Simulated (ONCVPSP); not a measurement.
Reading a pseudo-wave (Sr)

Columns: radius, all-electron u(r) and pseudo u(r) of the 4p shell (level -23.47 eV) of strontium in the configuration [Ar] 3d10 4s2 4p6 5s1.5 5p0.5; PBEsol, scalar-relativistic, ONCV scheme, ONCVPSP 4.0.1.

```csv
r (bohr),all-electron,pseudo
0.115,0.2434,0.0179
0.230,-0.1994,0.0700
0.345,-0.4381,0.1512
0.460,-0.3490,0.2541
0.575,-0.0956,0.3696
0.690,0.1908,0.4878
0.805,0.4439,0.5995
0.920,0.6393,0.6968
1.035,0.7741,0.7738
1.150,0.8546,0.8270
1.265,0.8903,0.8555
1.380,0.8916,0.8604
1.495,0.8679,0.8446
1.610,0.8271,0.8120
1.725,0.7755,0.7670
1.840,0.7178,0.7137
1.955,0.6575,0.6560
2.070,0.5973,0.5969
2.185,0.5389,0.5388
2.300,0.4834,0.4834
2.415,0.4317,0.4317
2.530,0.3840,0.3840
2.645,0.3404,0.3404
2.760,0.3011,0.3010
2.875,0.2656,0.2656
2.990,0.2340,0.2340
```

**Question.** How many radial nodes do the two functions have?

**Answer.** The all-electron 4p function has n − l − 1 = 2; the pseudo-wave has 0, since the states of the same l below it are removed with the core.

**Question.** At about which radius was the pseudo-wave matched?

**Answer.** 2.30 bohr. The columns agree to 0.0005 from 2.07 bohr on; several derivatives are matched, so the curves merge somewhat inside the radius.

**Question.** Is the pseudo-wave norm-conserving?

**Answer.** Yes: the ONCV scheme keeps the norm inside the radius equal to the all-electron one, which fixes the energy derivative of the logarithmic derivative at the level.
